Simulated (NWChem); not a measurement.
SiH2OClF; SMILES O[SiH](F)Cl

```xyz
6

Si    -0.0026     0.4328     0.3759
O     -1.3216     1.1810    -0.2363
F      1.3462     1.0421    -0.2668
Cl     0.0015    -1.5636    -0.0964
H      0.0111     0.6405     1.8310
H     -1.5435     1.0543    -1.1640
```
Atoms are numbered in this order, from 1.

Program: NWChem. Pople sets run with spherical d functions. The geometry was optimised at PBE0/def2-SVP.

Problem. What does the run give for BLYP/6-31G*? Quantities: highest occupied level (eV); orbital gap (eV); dipole (D).

Solution. 
```
Quantity                     Value
---------------------------  -----
highest occupied level (eV)  -7.62
orbital gap (eV)              7.65
dipole (D)                    1.22
```
